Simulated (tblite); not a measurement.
Species: C12H9F.
SMILES with atom numbers: `[F:1][c:2]1[cH:3][cH:4][cH:5][c:6](-[c:7]2[cH:8][cH:9][cH:10][cH:11][cH:12]2)[cH:13]1` (hydrogens: H14 on C3; H15 on C4; H16 on C5; H17 on C8; H18 on C9; H19 on C10; H20 on C11; H21 on C12; H22 on C13)

Structure used (GFN2-xTB), in Å, numbered top down from 1:
```
atom  x, y, z in Å
F1     3.5976   -2.1140   -0.4173
C2     2.8663   -0.9961   -0.2134
C3     3.5218    0.2058   -0.0203
C4     2.7574    1.3422    0.1817
C5     1.3765    1.2681    0.1862
C6     0.7256    0.0507   -0.0054
C7    -0.7432   -0.0286    0.0061
C8    -1.5108    0.9444   -0.6295
C9    -2.8912    0.8670   -0.6209
C10   -3.5262   -0.1792    0.0274
C11   -2.7725   -1.1500    0.6656
C12   -1.3920   -1.0778    0.6531
C13    1.4895   -1.0958   -0.2068
H14    4.5994    0.2397   -0.0302
H15    3.2461    2.2919    0.3384
H16    0.7925    2.1594    0.3596
H17   -1.0201    1.7527   -1.1520
H18   -3.4740    1.6253   -1.1232
H19   -4.6045   -0.2384    0.0347
H20   -3.2626   -1.9659    1.1768
H21   -0.8090   -1.8284    1.1667
H22    1.0230   -2.0533   -0.3784
```

Level: GFN2-xTB in tblite, geometry and Hessian alike; calculated harmonic values, unscaled, isolated species. This tight-binding method is rough: wavenumbers can miss measured ones by several per cent, in bad cases by 10 to 20. One conformer, not necessarily the lowest.

Harmonic wavenumbers (cm⁻¹): 58.2, 82.1, 102.0, 226.7, 242.8, 289.4, 320.7, 372.6, 391.1, 433.6, 485.8, 500.2, 576.6, 585.2, 593.8, 657.1, 675.3, 707.1, 756.9, 800.5, 875.6, 878.2, 883.4, 892.7, 905.6, 926.4, 931.5, 933.2, 981.2, 993.0, 1077.8, 1086.6, 1115.5, 1122.3, 1169.9, 1182.2, 1190.1, 1202.5, 1251.8, 1281.4, 1301.2, 1318.4, 1324.7, 1418.8, 1440.2, 1458.0, 1492.9, 1578.0, 1586.4, 1596.6, 1603.9, 3073.4, 3074.6, 3082.7, 3085.7, 3087.0, 3094.2, 3096.9, 3106.7, 3114.3.

A = 2070, B = 446.2, C = 383.0 MHz; mass 172.069 u (most abundant isotopes); point group C1, symmetry number 1.

Problem. What is the zero-point energy?

Solution. ½Σν̃ = 36837 cm⁻¹ = 440.66 kJ/mol.

Problem. Give the ideal-gas entropy at 400 K and 1 bar in the rigid-rotor, harmonic-oscillator model (classical rotation).

Solution. Translation 179.17, rotation 134.15, vibration 165.61: S = 478.9 J/(mol K).

Problem. And Cp and H(400 K) − H(0)?

Solution. Cp = 237.00 J/(mol K), of which vibrations give 203.74 (their classical limit is 60 R = 498.9); H(400 K) − H(0) = 50.53 kJ/mol without the zero-point energy, 37.23 from vibrations.

Problem. Which modes carry the vibrational entropy at 400 K?

Solution. 58.2 cm⁻¹: 21.33; 82.1 cm⁻¹: 18.49; 102.0 cm⁻¹: 16.70; 226.7 cm⁻¹: 10.24; 242.8 cm⁻¹: 9.70; 289.4 cm⁻¹: 8.35 J/(mol K); the other 54 give 80.81 together.

Problem. How do the functions run with temperature in this model?

Solution. 
```csv
T (K),S (J/(mol K)),Cp (J/(mol K)),H − H(0) (kJ/mol),G − H(0) (kJ/mol),ln q(vib)
150,327.9,94.4,9.12,-40.07,2.37
250,388.9,150.7,21.30,-75.93,4.73
298.15,417.9,179.5,29.25,-95.36,5.96
600,592.3,321.6,107.02,-248.35,14.48
900,738.2,395.8,215.77,-448.66,23.03
```

q(vib) and H(0) count from the zero-point level.

Problem. What must be added to the electronic energy to get the Gibbs energy at 400 K and 1 bar?

Solution. ZPE + [H(400 K) − H(0)] − T·S = 440.66 + 50.53 − 191.57 = 299.62 kJ/mol.

Problem. Blend soft modes into free rotors: weight 1/[1 + (100 cm⁻¹/ν̃)⁴] for the oscillator and the rest for a rotor with moment μB/(μ + B), μ = h/(8π²ν), B = 10⁻⁴⁴ kg m². What vibrational entropy results?

Solution. 155.50 J/(mol K) in place of 165.61, which changes −T·S at 400 K by +4.04 kJ/mol.

Hindered rotation and anharmonicity are outside this model. Other conformers, if any are populated, would add a mixing term that is left out. The structure is chiral; the term R ln 2 for an equal mix with its mirror image is left out.
